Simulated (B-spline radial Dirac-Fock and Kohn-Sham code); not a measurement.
ΔSCF core binding energies without Breit or QED terms, calculated with an atomic code on a B-spline grid.

A sound run for the free boron atom in the configuration 1s2 2s2 2p1: The ground state converged in 10 iterations, with total energy -24.53655 Ha, virial ratio 1.99939 and highest orbital energy -8.43 eV. ΔSCF binding energies: K (1s) 200.9 eV. Holes are computed only in closed shells, and unreliable hole states are left out.

A second run, with one unsound setting: The ground state had not converged after 3 iterations, with total energy -24.53232 Ha, virial ratio 1.99393 and highest orbital energy -8.40 eV. ΔSCF binding energies: K (1s) 200.8 eV (not all states converged, so these are not final). Holes are computed only in closed shells, and unreliable hole states are left out.

```
iter   energy (Ha)        error
   1      -24.00256847  1.89e-01
   2      -24.51907455  1.96e-02
   3      -24.53231572  7.66e-03
```

Task: Which fault fits the second run best?
A. too few iterations
B. spline order too low
C. too few quadrature points
D. functional not served

Result: A. The input had maxit = 3: maxit ends the run before self-consistency.
